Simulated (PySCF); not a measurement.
## Spinor energies of Sm(54+) (samarium, charge +54)

Start: [He] 2s2 2p4; 2p1/2 filled at m_j = -1/2, +1/2; 2p3/2 filled at m_j = +1/2, +3/2. Calculated with PySCF 2.14 in an even-tempered Gaussian basis (17 s from 34 bohr⁻², ratio 2.4; 13 p from 45 bohr⁻², ratio 2.4; 5 d from 150 bohr⁻², ratio 2.6; 4 f from 230 bohr⁻², ratio 2.6): generalised Hartree-Fock with the X2C-1e Hamiltonian and a Gaussian nucleus; one run each with spin-orbit coupling (SO) switched off, then screened by Boettger's factors.

| spinor shell | electrons | ε, spin-free (eV) | ε, screened SO (eV) | weight of nominal j (screened SO) | rms radius, screened SO (bohr) |
| --- | --- | --- | --- | --- | --- |
| 1s1/2 | 2 | -51797.1 | -51775.6 | 1.000 | 0.0258 |
| 2s1/2 | 2 | -11995.8 | -11989.4 | 1.000 | 0.102 |
| 2p1/2 | 2 | -11269.4 | -11702.9 | 0.999 | 0.0866 |
| 2p3/2 | 2 | -11269.4 | -11071.5 | 1.000 | 0.0922 |

```
   quantity    spin-free  screened SO
E (hartree)  -6705.09968  -6723.62131
        M_J            2            2
       ⟨J²⟩        6.000        6.000
       ⟨L²⟩        2.000        3.249
       ⟨S²⟩        2.000        1.387
```

Each row is a mean over spinors that exchange with the open shell spreads, by up to 72.049 eV (2s1/2).

Breit and QED terms are absent; they matter most for the inner s and p1/2 levels.

Densities and radii are taken from the X2C orbitals without a picture-change correction, which distorts them close to the nucleus.

Without spin-orbit coupling the j labels of p, d and f shells carry no meaning; the spin-free column gives the mean over the occupied spinors of each nl shell.
